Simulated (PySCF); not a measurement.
# Computed spin Hamiltonian

Compound: C6H9ClO (charge +1 and doublet state).
Geometry (GFN2-xTB, Å), atoms numbered from 1 in this order:
```xyz
17
C6H9ClO angstrom
O      2.0109   -1.2089    0.6767
C      1.0063   -0.5173    0.0337
C      0.9825    0.9144    0.5414
C     -0.2350    1.6646    0.1995
C     -1.3408    1.0965   -0.3182
C     -1.4136   -0.3707   -0.5801
Cl    -1.0260   -0.4233   -2.3588
C     -0.3915   -1.1736    0.1973
H      2.1183   -2.1083    0.3383
H      1.1789   -0.4928   -1.0661
H      1.8710    1.4552    0.1875
H      1.1174    0.9172    1.6339
H     -0.2383    2.7196    0.4372
H     -2.2050    1.6890   -0.5774
H     -2.4213   -0.7722   -0.4608
H     -0.6579   -1.1708    1.2572
H     -0.3630   -2.2065   -0.1512
```

The hyperfine couplings belong to this conformer and change with its torsions.

As a line formula: `O[C@@H]1C[CH+][CH][C@@H](Cl)C1` [radical] (charge +1).

The calculation used PySCF, UKS B3LYP, pcH-1 on C Cl H O, non-relativistic, mean-field spin-orbit, GIAO. The structure is a single GFN2-xTB conformer in the gas phase; no vibrational or solvent corrections. A GFN2-xTB geometry isn't a minimum of the functional, and hyperfine couplings can be far from their values at a DFT geometry, by a factor of two or more for some ions and for spin on atoms past the first row. No stability test was run, so a lower SCF solution isn't excluded.

```json
{"g1, g2, g3": "2.00270, 2.00831, 2.02773", "g_iso": "2.01291", "Form of g": "rhombic: the two nearest values differ by 22 % of g3 − g1", "⟨S²⟩": "0.7526 (exact 0.7500)", "α and β electrons": "35, 34", "HOMO–LUMO gap, α and β orbitals": "6.02, 1.08 eV", "Total energy": "-769.15592 Eh", "Basis functions": "300"}
```

Isotropic coupling and dipolar principal values T1 to T3, in MHz; ρ(0) is the spin density at the nucleus:

```json
{"atom": "O1", "isotope": "17O", "a_iso": "-8.4", "of which spin–orbit": "-0.2", "T1": "-32.8", "T2": "16.1", "T3": "16.8", "Mulliken spin population": "0.10", "ρ(0) (bohr⁻³)": "0.0135"}
{"atom": "C2", "isotope": "13C", "a_iso": "-10.2", "of which spin–orbit": "0.0", "T1": "-4.7", "T2": "-3.0", "T3": "7.7", "Mulliken spin population": "0.01", "ρ(0) (bohr⁻³)": "-0.0091"}
{"atom": "C3", "isotope": "13C", "a_iso": "-13.5", "of which spin–orbit": "0.0", "T1": "-4.8", "T2": "-3.4", "T3": "8.2", "Mulliken spin population": "-0.01", "ρ(0) (bohr⁻³)": "-0.0120"}
{"atom": "C4", "isotope": "13C", "a_iso": "8.5", "of which spin–orbit": "-0.1", "T1": "-22.1", "T2": "-19.7", "T3": "41.8", "Mulliken spin population": "0.24", "ρ(0) (bohr⁻³)": "0.0076"}
{"atom": "C5", "isotope": "13C", "a_iso": "22.4", "of which spin–orbit": "0.1", "T1": "-27.7", "T2": "-25.6", "T3": "53.3", "Mulliken spin population": "0.30", "ρ(0) (bohr⁻³)": "0.0199"}
{"atom": "C6", "isotope": "13C", "a_iso": "-5.5", "of which spin–orbit": "0.4", "T1": "-2.2", "T2": "-1.0", "T3": "3.2", "Mulliken spin population": "-0.02", "ρ(0) (bohr⁻³)": "-0.0052"}
{"atom": "Cl7", "isotope": "35Cl", "a_iso": "20.4", "of which spin–orbit": "7.8", "T1": "-47.2", "T2": "-44.6", "T3": "91.8", "Mulliken spin population": "0.23", "ρ(0) (bohr⁻³)": "0.0286"}
{"atom": "C8", "isotope": "13C", "a_iso": "6.1", "of which spin–orbit": "-0.1", "T1": "-5.0", "T2": "-4.0", "T3": "9.1", "Mulliken spin population": "0.04", "ρ(0) (bohr⁻³)": "0.0055"}
{"atom": "H9", "isotope": "1H", "a_iso": "-7.4", "of which spin–orbit": "0.0", "T1": "-6.8", "T2": "-3.7", "T3": "10.5", "Mulliken spin population": "0.00", "ρ(0) (bohr⁻³)": "-0.0017"}
{"atom": "H10", "isotope": "1H", "a_iso": "107.8", "of which spin–orbit": "0.0", "T1": "-5.0", "T2": "-0.4", "T3": "5.4", "Mulliken spin population": "0.04", "ρ(0) (bohr⁻³)": "0.0241"}
{"atom": "H11", "isotope": "1H", "a_iso": "103.6", "of which spin–orbit": "0.0", "T1": "-4.9", "T2": "-2.6", "T3": "7.6", "Mulliken spin population": "0.04", "ρ(0) (bohr⁻³)": "0.0232"}
{"atom": "H12", "isotope": "1H", "a_iso": "140.6", "of which spin–orbit": "0.0", "T1": "-5.0", "T2": "-2.2", "T3": "7.2", "Mulliken spin population": "0.06", "ρ(0) (bohr⁻³)": "0.0315"}
{"atom": "H13", "isotope": "1H", "a_iso": "-12.4", "of which spin–orbit": "0.0", "T1": "-10.3", "T2": "-3.6", "T3": "14.0", "Mulliken spin population": "-0.01", "ρ(0) (bohr⁻³)": "-0.0028"}
{"atom": "H14", "isotope": "1H", "a_iso": "-20.2", "of which spin–orbit": "0.0", "T1": "-12.6", "T2": "-3.0", "T3": "15.6", "Mulliken spin population": "-0.01", "ρ(0) (bohr⁻³)": "-0.0045"}
{"atom": "H15", "isotope": "1H", "a_iso": "1.8", "of which spin–orbit": "0.0", "T1": "-2.9", "T2": "-0.6", "T3": "3.5", "Mulliken spin population": "0.00", "ρ(0) (bohr⁻³)": "0.0004"}
{"atom": "H16", "isotope": "1H", "a_iso": "7.3", "of which spin–orbit": "0.0", "T1": "-1.9", "T2": "-1.1", "T3": "3.0", "Mulliken spin population": "0.00", "ρ(0) (bohr⁻³)": "0.0016"}
{"atom": "H17", "isotope": "1H", "a_iso": "-3.2", "of which spin–orbit": "0.0", "T1": "-2.5", "T2": "-1.5", "T3": "4.0", "Mulliken spin population": "0.00", "ρ(0) (bohr⁻³)": "-0.0007"}
```

The largest Mulliken spin populations are on C5 (+0.30), C4 (+0.24), Cl7 (+0.23) and O1 (+0.10). Three atoms exceed +0.15.

The SMILES `O[C@@H]1C[CH+][CH][C@@H](Cl)C1` draws the unpaired electron on C5, whose computed spin population is only +0.30.

Axes: g2 points within 9° of the C5–H14 bond and g3 points within 12° of the C6–Cl7 bond.

Under fast tumbling the dipolar parts average out, and these isotropic splittings remain (the largest six): 1 × 1H (H12, I = 1/2, 2 lines) with 4.99 mT, 1 × 1H (H10, I = 1/2, 2 lines) with 3.82 mT, 1 × 1H (H11, I = 1/2, 2 lines) with 3.68 mT, 1 × 35Cl (Cl7, I = 3/2, 4 lines) with 0.72 mT, 1 × 1H (H14, I = 1/2, 2 lines) with 0.72 mT and 1 × 1H (H13, I = 1/2, 2 lines) with 0.44 mT.

Main isotope only: 35Cl (natural samples also hold 24 % 37Cl, magnetic too, which adds its own pattern).

The 13C coupling of C5 (22.4 MHz) shows only in satellite lines or after enrichment, since that isotope makes up about 1.07 % of natural carbon.

The 17O coupling of O1 (-8.4 MHz) shows only in satellite lines or after enrichment, since that isotope makes up about 0.038 % of natural oxygen.
